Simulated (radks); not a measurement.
Values are calculated unless marked as measured or tabulated.
Q: Radial electron density D(r) = 4 pi r^2 rho(r) of an atom or ion with 58 electrons. Level of theory: scalar-relativistic Kohn-Sham, AM05, spin-polarised, spherical densities, finite nucleus; Fermi nuclear charge, rms radius of each element as measured or else 0.836 A^(1/3) + 0.57 fm (a radial shooting solver on a logarithmic mesh with Libxc functionals).

| r (bohr) | D(r) (e/bohr) | spin D(r) |
|---|---|---|
| 0.002979 | 15.88 | 0.0000377 |
| 0.00407 | 24.62 | 0.0000562 |
| 0.005515 | 36.10 | 0.0000765 |
| 0.007535 | 50.29 | 0.0000903 |
| 0.01021 | 64.18 | 0.0000745 |
| 0.01395 | 74.21 | -0.0000165 |
| 0.01891 | 75.86 | -0.000236 |
| 0.02583 | 70.20 | -0.000614 |
| 0.03501 | 67.24 | -0.000930 |
| 0.04782 | 78.43 | -0.000389 |
| 0.06534 | 96.90 | 0.00287 |
| 0.08855 | 96.57 | 0.0110 |
| 0.121 | 77.38 | 0.0254 |
| 0.1639 | 76.96 | 0.0462 |
| 0.224 | 85.92 | 0.0961 |
| 0.3035 | 58.39 | 0.247 |
| 0.4147 | 31.50 | 0.574 |
| 0.562 | 36.20 | 0.897 |
| 0.7678 | 27.87 | 0.923 |
| 1.041 | 12.90 | 0.728 |
| 1.422 | 8.425 | 0.595 |
| 1.927 | 5.175 | 0.544 |
| 2.632 | 1.992 | 0.426 |
| 3.596 | 0.9547 | 0.231 |
| 4.873 | 0.5212 | 0.0648 |
| 6.658 | 0.1495 | 0.00225 |
| 9.023 | 0.01904 | -0.00149 |
| 12.33 | 0.0008045 | -0.000143 |

What is the nuclear charge?

A: Z = 58. The innermost maximum, from 1s, lies near gamma/Z bohr with gamma = sqrt(1 - (Z/c)^2) = 0.906, here 0.0156 bohr (found: 0.0172), and its height grows with Z. The density is that of neutral cerium in [Xe] 4f1 5d1 6s2; the configuration itself is not fixed sharply by these data, and Z only to a few units. D(r) has 4 maxima, at r = 0.0172, 0.0761, 0.213, 0.594 bohr, and minima at 0.0331, 0.141, 0.435 bohr, inside which lie 1.97, 11.15, 29.01 electrons.
